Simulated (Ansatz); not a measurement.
`O[SiH]1C=C1F` + `O[SiH]([SiH3])S` → `FC1=C[SiH2]1` + `O[SiH2][SiH](O)S`  (redistribution)

Calculated with Ansatz (gas phase, PBE0-D4/def2-TZVP geometries, no zero-point term in ΔE). CBS: MP2 limit from def2 TZ/QZ plus the TZ coupled-cluster correction, frozen cores. DFT in def2-TZVPP. One conformer a species, not always the lowest.

`O[SiH]1C=C1F`:

Z-matrix (Å, degrees):
```
Si
C 1 1.812
C 1 1.788 2 43.6
O 1 1.635 2 125.0 3 107.6
H 1 1.474 2 124.2 3 -106.1
H 2 1.083 1 156.4 3 -179.5
F 3 1.323 1 157.9 2 178.5
H 4 0.959 1 117.3 2 -28.4
```

`O[SiH]([SiH3])S`:

Cartesian coordinates in Å:
```
O 1.818 0.640 0.056
Si 0.483 -0.244 -0.334
Si -1.079 0.146 1.358
S -0.391 0.353 -2.203
H 2.482 0.766 -0.624
H 0.822 -1.684 -0.500
H -2.207 -0.810 1.202
H -1.599 1.534 1.243
H -0.467 -0.037 2.701
H 0.141 -0.664 -2.899
```

`FC1=C[SiH2]1`:

Z-matrix (Å, degrees):
```
Si
C 1 1.796
C 1 1.829 2 42.8
H 1 1.484 2 122.2 3 -103.6
H 1 1.484 2 122.2 3 103.6
F 2 1.320 1 154.9 3 -180.0
H 3 1.081 1 153.9 2 180.0
```

`O[SiH2][SiH](O)S`:

Z-matrix (Å, degrees):
```
Si
Si 1 2.344
O 1 1.655 2 107.1
H 1 1.492 2 110.6 3 -122.1
H 1 1.483 2 112.0 3 116.3
S 2 2.140 1 112.2 3 -72.8
O 2 1.656 1 101.7 3 47.7
H 2 1.489 1 117.0 3 169.8
H 3 0.960 1 115.7 2 -49.4
H 6 1.345 2 94.8 1 43.8
H 7 0.960 2 117.4 1 -170.0
```

| level | ΔE (eV) |
| --- | --- |
| PBE-D4 | 0.27 |
| PBE | 0.28 |
| HF/def2-TZVPP | 0.31 |
| MP2/def2-TZVPP | 0.29 |
| SCS-MP2/def2-TZVPP | 0.28 |
| CCSD/def2-TZVPP | 0.30 |
| HF/def2-QZVPP | 0.31 |
| HF/CBS(def2) | 0.31 |

What does CCSD(T)/CBS give? (Estimate.)

The calculation gave: +0.29 eV. The listed levels differ from it by -0.02, -0.01, 0.02, 0.00, -0.01, 0.01, 0.02, 0.02 eV.

Largest T1 diagnostic among the species: 0.014.
